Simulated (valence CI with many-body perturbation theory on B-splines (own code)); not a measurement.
## E1 transitions of Nb II

Calculated by relativistic CI+MBPT: four valence electrons over a frozen Dirac-Fock core [Kr], radial functions for each j: 7 s, 7 p, 8 d, 6 f, 4 g, 1 h, with the one-electron correlation potential Σ1 (screened to all orders), the two-electron term Σ2, the three-electron term Σ3, Breit, model QED; selected single and double excitations, second order for the rest, scaled by the run's own slope (own B-spline code, finite nucleus).

Set against measurement, 31 paired levels are off by 479 cm⁻¹ on average, the worst by 826. These come from a selection out of the NIST Handbook of Basic Atomic Spectroscopic Data. Levels without a partner in it may be off by more, other configurations by 1,000 to 4,000 cm⁻¹. Among the levels kept, up to 550 cm⁻¹ of a level comes from second order outside the variational space, and about a tenth of that is noise between levels of different J, which matters for small intervals. 2 measured levels below the end of the list, from 14626 cm⁻¹ on, found no clear computed partner, and computed levels of the same name lie up to 394 cm⁻¹ from them.

Lines 1 to 50 of 591 in falling wavelength, among levels below 57236 cm⁻¹, chosen from the strongest by gf and those to the six lowest levels. Wavelengths and rates use the calculated energies, so an error of 500 cm⁻¹ moves a line at 562.4 nm by 2.8 % and its rate by three times that or more. Electric multipoles are in the length gauge, E1 and E2 with the static RPA response of the core. Weak lines are less certain than strong ones. Lines between different terms over intervals too small for the method are left out, as are lines whose strength nearly cancels. Where a level lies close to another of its J and parity, the split of strength between their lines is uncertain. The highest levels of a list are the least certain.

Names give the largest LS component (configuration and term), which can be under half, so a name can repeat, a term be missing and a line seem to break the LS rules; names also repeat where a configuration has a term twice. Letters in brackets count levels of one name in rising energy.

```csv
λ vac (nm),Upper,Lower,A (s⁻¹),S (a.u.) with core polarisation,S without
562.4,4d3 5p 1G°_4 [c],4d4 1G_4 [c],2.57e+06,2.03e+00,2.21e+00
473.0,4d3 5p 1F°_3 [b],4d2 5s2 1D_2,7.10e+06,2.59e+00,2.88e+00
471.9,4d3 5p 3D°_3 [c],4d4 3P_2 [b],9.24e+06,3.35e+00,3.58e+00
469.5,4d3 5p 1D°_2 [a],4d3 5s 1P_1 [b],9.56e+06,2.44e+00,2.67e+00
468.0,4d3 5p 1H°_5 [b],4d4 1G_4 [c],1.01e+07,5.64e+00,6.00e+00
453.5,4d2 5s 5p 1F°_3,4d3 5s 1F_3,9.00e+06,2.90e+00,3.09e+00
437.0,4d3 5p 5D°_2 [b],4d3 5s 1P_1 [b],7.95e+06,1.64e+00,1.79e+00
430.5,4d3 5p 3D°_3 [b],4d3 5s 3P_2 [b],5.36e+06,1.48e+00,1.61e+00
424.4,4d3 5p 3S°_1 [b],4d4 3P_1 [b],3.37e+07,3.81e+00,4.13e+00
422.7,4d3 5p 3D°_3 [d],4d3 5s 3F_4 [b],9.24e+06,2.41e+00,2.66e+00
422.1,4d3 5p 3G°_5 [c],4d3 5s 3F_4 [b],1.43e+07,5.85e+00,6.42e+00
421.7,4d3 5p 1H°_5 [a],4d3 5s 1H_5,2.38e+07,9.71e+00,1.07e+01
421.0,4d3 5p 3F°_3 [b],4d3 5s 3P_2 [b],6.97e+06,1.80e+00,1.96e+00
420.5,4d3 5p 3G°_3 [c],4d3 5s 3F_2 [b],1.08e+07,2.76e+00,3.03e+00
416.5,4d3 5p 3G°_4 [c],4d3 5s 3F_3 [b],1.29e+07,4.15e+00,4.55e+00
416.0,4d3 5p 1G°_4 [d],4d3 5s 1F_3,2.85e+07,9.13e+00,9.83e+00
415.7,4d2 5s 5p 1F°_3,4d4 1G_4 [c],7.70e+06,1.91e+00,2.08e+00
415.3,4d3 5p 3S°_1 [b],4d4 3P_2 [b],5.21e+07,5.52e+00,5.97e+00
414.8,4d3 5p 3F°_2 [b],4d3 5s 1P_1 [a],9.12e+06,1.61e+00,1.76e+00
405.9,4d3 5p 3G°_4 [a],4d4 3D_3,5.15e+06,1.53e+00,1.63e+00
403.2,4d3 5p 3H°_4 [a],4d3 5s 3H_4,7.07e+06,2.06e+00,2.30e+00
401.8,4d3 5p 3F°_4 [a],4d4 1G_4 [a],1.50e+07,4.32e+00,4.71e+00
401.2,4d3 5p 3G°_3 [a],4d3 5s 3F_2 [a],9.34e+06,2.08e+00,2.21e+00
401.1,4d3 5p 3F°_2 [a],4d3 5s 3F_3 [a],9.00e+06,1.43e+00,1.56e+00
398.3,4d3 5p 3F°_3 [a],4d4 3D_3,1.73e+07,3.77e+00,4.09e+00
396.4,4d3 5p 3G°_4 [a],4d3 5s 3F_3 [a],7.57e+06,2.10e+00,2.23e+00
396.3,4d3 5p 3F°_3 [a],4d4 3D_2,1.25e+07,2.70e+00,2.98e+00
395.6,4d3 5p 3F°_2 [a],4d3 5s 3F_2 [a],5.96e+07,9.10e+00,9.94e+00
395.5,4d3 5p 3F°_3 [a],4d3 5s 3F_4 [a],8.41e+06,1.80e+00,1.96e+00
395.2,4d2 5s 5p 3F°_2,4d3 5s 3F_2 [b],1.65e+07,2.52e+00,2.77e+00
394.3,4d3 5p 3F°_3 [d],4d3 5s 3F_3 [b],1.49e+07,3.15e+00,3.47e+00
391.0,4d3 5p 3G°_5 [a],4d3 5s 3F_4 [a],1.32e+07,4.28e+00,4.59e+00
389.7,4d3 5p 3F°_4 [c],4d3 5s 3F_4 [b],1.81e+07,4.76e+00,5.23e+00
389.4,4d3 5p 3H°_5 [a],4d3 5s 3H_5,1.29e+07,4.13e+00,4.62e+00
389.1,4d3 5p 3F°_3 [a],4d3 5s 3F_3 [a],5.24e+07,1.07e+01,1.17e+01
388.8,4d3 5p 1D°_2 [b],4d3 5s 1D_2 [a],2.05e+07,2.97e+00,3.23e+00
387.1,4d3 5p 5D°_4 [a],4d3 5s 5P_3,5.18e+06,1.33e+00,1.50e+00
386.3,4d3 5p 3F°_4 [a],4d4 3D_3,1.55e+07,3.96e+00,4.37e+00
386.2,4d3 5p 3P°_2 [c],4d3 5s 3D_3 [a],2.38e+07,3.38e+00,3.75e+00
384.0,4d3 5p 1G°_4 [d],4d4 1G_4 [c],2.02e+07,5.09e+00,5.63e+00
383.7,4d3 5p 3F°_4 [a],4d3 5s 3F_4 [a],6.65e+07,1.67e+01,1.82e+01
381.8,4d3 5p 3H°_4 [a],4d3 5s 3G_4,1.50e+07,3.71e+00,4.11e+00
378.9,4d3 5p 3P°_2 [a],4d3 5s 3P_2 [a],1.97e+07,2.65e+00,2.93e+00
377.3,4d3 5p 3H°_4 [a],4d3 5s 3G_3,2.76e+07,6.59e+00,7.26e+00
377.0,4d3 5p 3H°_6 [a],4d3 5s 3H_6,2.98e+07,1.02e+01,1.14e+01
376.2,4d2 5s 5p 5D°_4,4d3 5s 3F_4 [b],5.64e+06,1.33e+00,1.47e+00
375.5,4d3 5p 3D°_1 [a],4d4 3P_2 [a],2.57e+07,2.01e+00,2.22e+00
375.2,4d3 5p 1G°_4 [a],4d3 5s 1H_5,1.07e+07,2.52e+00,2.76e+00
375.0,4d3 5p 1P°_1 [b],4d3 5s 1D_2 [a],2.32e+07,1.81e+00,1.94e+00
374.5,4d3 5p 3H°_5 [a],4d3 5s 3G_5,1.65e+07,4.71e+00,5.20e+00
```
